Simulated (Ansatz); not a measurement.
Compare A (`OC[SiH](O)[SiH3]`) with its isomer B (`C[Si](O)(O)[SiH3]`).

Calculated with Ansatz (gas phase, PBE0-D4/def2-TZVP geometries, no zero-point term in ΔE). CBS: MP2 limit from def2 TZ/QZ plus the TZ coupled-cluster correction, frozen cores. Functionals use def2-TZVPP. B3LYP here is the variant with VWN-RPA as its local correlation; programs differ in this. One conformer a species, not always the lowest.

A:

```xyz
13

O     2.333    0.678    1.123
C     1.471   -0.288    0.539
Si    0.040    0.563   -0.350
O    -0.557    1.713    0.694
Si   -1.614   -0.969   -1.014
H     1.787    1.346    1.550
H     1.103   -1.002    1.292
H     2.068   -0.868   -0.171
H     0.563    1.327   -1.511
H    -1.250    1.448    1.300
H    -2.269   -1.558    0.189
H    -1.008   -2.077   -1.802
H    -2.665   -0.314   -1.839
```

B:

```xyz
13

C    -0.381   -0.579   -1.571
Si   -0.483    0.078    0.173
O    -1.351    1.469    0.266
O    -1.264   -1.026    1.127
Si    1.637    0.611    1.027
H     0.074    0.162   -2.233
H     0.227   -1.487   -1.622
H    -1.376   -0.814   -1.959
H    -2.307    1.394    0.227
H    -1.135   -1.954    0.928
H     1.548    1.126    2.420
H     2.491   -0.611    1.036
H     2.319    1.631    0.183
```

(1) Which isomer does CCSD(T)/CBS put lower? Give the gap. (An estimate is asked.)

(2) Give E(B) − E(A) in kJ/mol with HF/def2-TZVPP, CCSD/def2-TZVPP, CCSD(T)/def2-TZVPP, PBE0-D4, B3LYP, B3LYP-D4, MP2/def2-TZVPP. (Estimate.)

Largest T1 diagnostic: 0.012.

Answers

(1) Ansatz gave: B, by 226.0 kJ/mol.

(2) The calculation gave: HF/def2-TZVPP -229.2, CCSD/def2-TZVPP -224.9, CCSD(T)/def2-TZVPP -223.2, PBE0-D4 -215.6, B3LYP -217.4, B3LYP-D4 -219.3, MP2/def2-TZVPP -232.7. None reverses the order clearly.

From PBE to PBE0 (25 % exact exchange), in def2-TZVPP and without D4, E(B) − E(A) moves by −8.4 kJ/mol.
